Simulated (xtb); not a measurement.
F4Ge (SMILES [F][Ge]([F])([F])[F]), singlet, geometry from GFN2-xTB; xtb 6.7.1 with GFN1-xTB.

The xtb input:
```
$ xtb mol.xyz --gfn 1 --etemp 5000 --json

# file mol.xyz
5

F      1.28249365    -1.06843622    -0.11172530
Ge    -0.00000000    -0.00000000    -0.00000000
F      0.58041552     1.56903814     0.00809899
F     -1.01772117    -0.21135552    -1.31087792
F     -0.84518800    -0.28924641     1.41450423
```

### Question
Predict the main parts of the log of this xtb run.

### Answer

```
   ID    Z sym.   atoms
    1    9 F      1, 3-5
    2   32 Ge     2

           -------------------------------------------------
          |                Calculation Setup                |
           -------------------------------------------------

           -------------------------------------------------
          |                 G F N 1 - x T B                 |
           -------------------------------------------------

          ...................................................
          :                      SETUP                      :
          :.................................................:
          :  # basis functions                  26          :
          :  # atomic orbitals                  25          :
          :  # shells                           11          :
          :  # electrons                        32          :
          :  # halogen bonds                     0          :
          :  max. iterations                   250          :
          :  Hamiltonian                  GFN1-xTB          :
          :  restarted?                      false          :
          :  GBSA solvation                  false          :
          :  PC potential                    false          :
          :  electronic temp.         5000.0000000     K    :
          :  accuracy                    1.0000000          :
          :  -> integral cutoff          0.2500000E+02      :
          :  -> integral neglect         0.1000000E-07      :
          :  -> SCF convergence          0.1000000E-05 Eh   :
          :  -> wf. convergence          0.2000000E-04 e    :
          :  Broyden damping             0.4000000          :
          :  net charge                          0          :
          :  unpaired electrons                  0          :
          ...................................................

 iter      E             dE          RMSdq      gap      omega  full diag
   1    -22.2860915 -0.222861E+02  0.600E+00    7.18       0.0  T
   2    -22.2195810  0.665105E-01  0.420E+00    8.38       1.0  T
   3    -21.7922416  0.427339E+00  0.585E+00    6.52       1.0  T
   4    -22.3172321 -0.524991E+00  0.617E-01    7.87       1.0  T
   5    -22.3220872 -0.485511E-02  0.177E-01    7.72       1.0  T
   6    -22.3220772  0.100261E-04  0.917E-02    7.71       1.0  T
   7    -22.3221805 -0.103290E-03  0.385E-02    7.70       1.2  T
   8    -22.3221980 -0.174662E-04  0.125E-03    7.69      35.9  T
   9    -22.3221980 -0.116507E-07  0.668E-05    7.69     669.4  T
  10    -22.3221980 -0.466329E-10  0.223E-08    7.69  100000.0  T

   *** convergence criteria satisfied after 10 iterations ***

         :::::::::::::::::::::::::::::::::::::::::::::::::::::
         ::                     SUMMARY                     ::
         :::::::::::::::::::::::::::::::::::::::::::::::::::::
         :: total energy             -22.298808657744 Eh    ::
         :: gradient norm              0.005367154833 Eh/a0 ::
         :: HOMO-LUMO gap              7.688992252974 eV    ::
         ::.................................................::
         :: SCC energy               -22.322197962419 Eh    ::
         :: -> electrostatic           0.068072811345 Eh    ::
         :: repulsion energy           0.024271034996 Eh    ::
         :: dispersion energy         -0.000881730321 Eh    ::
         :: halogen bond corr.         0.000000000000 Eh    ::
         :: add. restraining           0.000000000000 Eh    ::
         :: total charge               0.000000000009 e     ::
         :::::::::::::::::::::::::::::::::::::::::::::::::::::

           -------------------------------------------------
          |                Property Printout                |
           -------------------------------------------------

    * Orbital Energies and Occupations

         #    Occupation            Energy/Eh            Energy/eV
      -------------------------------------------------------------
         1        2.0000           -0.8801410             -23.9499
       ...           ...                  ...                  ...
         4        2.0000           -0.8603076             -23.4102
         5        2.0000           -0.6701339             -18.2353
         6        2.0000           -0.5969009             -16.2425
         7        2.0000           -0.5969009             -16.2425
         8        2.0000           -0.5969009             -16.2425
         9        2.0000           -0.5792897             -15.7633
        10        2.0000           -0.5792897             -15.7633
        11        1.9999           -0.5620746             -15.2948
        12        1.9999           -0.5620746             -15.2948
        13        1.9999           -0.5620746             -15.2948
        14        1.9999           -0.5612757             -15.2731
        15        1.9999           -0.5612757             -15.2731
        16        1.9999           -0.5612757             -15.2731 (HOMO)
        17        0.0007           -0.2787104              -7.5841 (LUMO)
        18        0.0000           -0.2205059              -6.0003
        19        0.0000           -0.2205059              -6.0003
        20        0.0000           -0.2041179              -5.5543
        21        0.0000           -0.2041179              -5.5543
        22        0.0000           -0.2041179              -5.5543
        23                         -0.0150577              -0.4097
        24                         -0.0150577              -0.4097
        25                         -0.0150577              -0.4097
      -------------------------------------------------------------
                  HL-Gap            0.2825653 Eh            7.6890 eV
             Fermi-level           -0.4053941 Eh          -11.0313 eV

  Mulliken/CM5 charges         n(s)   n(p)   n(d)
     1F    -0.21929 -0.22915   1.815  5.404  0.000
     2Ge    0.87717  0.91661   1.119  1.209  0.795
     3F    -0.21929 -0.22915   1.815  5.404  0.000
     4F    -0.21929 -0.22915   1.815  5.404  0.000
     5F    -0.21929 -0.22915   1.815  5.404  0.000

Wiberg/Mayer (AO) data.
largest (>0.10) Wiberg bond orders for each atom

 ---------------------------------------------------------------------------
     #   Z sym  total        # sym  WBO       # sym  WBO       # sym  WBO
 ---------------------------------------------------------------------------
     1   9 F    1.295 --     2 Ge   1.089
     2  32 Ge   4.357 --     3 F    1.089     4 F    1.089     5 F    1.089
                             1 F    1.089
     3   9 F    1.295 --     2 Ge   1.089
     4   9 F    1.295 --     2 Ge   1.089
     5   9 F    1.295 --     2 Ge   1.089
 ---------------------------------------------------------------------------

Topologies differ in total number of bonds
Writing topology from bond orders to xtbtopo.mol

 dipole moment from electron density (au)
     X       Y       Z
  -0.0000   0.0000  -0.0000  total (Debye):    0.000

           -------------------------------------------------
          | TOTAL ENERGY              -22.298808657744 Eh   |
          | GRADIENT NORM               0.005367154833 Eh/α |
          | HOMO-LUMO GAP               7.688992252974 eV   |
           -------------------------------------------------

normal termination of xtb
```
